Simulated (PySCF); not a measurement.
**Dipole response of Ga⁺ (gallium, charge +1)**

[Ar] 3d10 4s2, closed-shell 1S. Computed with PySCF 2.14 in aug-cc-pVQZ-DK (8s7p5d3f2g, 93 functions), with scalar relativity by spin-free X2C-1e. Coupled (time-dependent) response in atomic units; α is the mean over directions.

| method | mean α (bohr³) | C₆ (like pair) | S(−4) |
| --- | --- | --- | --- |
| UHF | 21.18 | 111.3 | 220.6 |
| PBE | 17.46 | 87.01 | 143.6 |
| PBE0 | 18.32 | 92.35 | 160.3 |
| BHandHLYP | 18.50 | 92.94 | 165.0 |

S(−4) is the Cauchy moment in α(ω) = α(0) + S(−4) ω² + …

α(iu) at PBE:

| u (hartree) | α(iu) (bohr³) |
| --- | --- |
| 0 | 17.46 |
| 0.0500 | 17.11 |
| 0.100 | 16.15 |
| 0.200 | 13.25 |
| 0.300 | 10.33 |
| 0.500 | 6.351 |
| 0.750 | 3.902 |
| 1.00 | 2.688 |
| 1.50 | 1.563 |
| 2.00 | 1.051 |
| 3.00 | 0.5804 |
| 5.00 | 0.2536 |

A single London oscillator, α(iu) = α/(1 + u²/ω²), gives C₆ = (3/4) ω α². Matching the computed C₆ needs ω = 4 × 87.01 / (3 × 17.46²) = 0.381 hartree.

For an ion, C₆ is the dispersion term alone; charge-induced terms of lower order in 1/R come first.
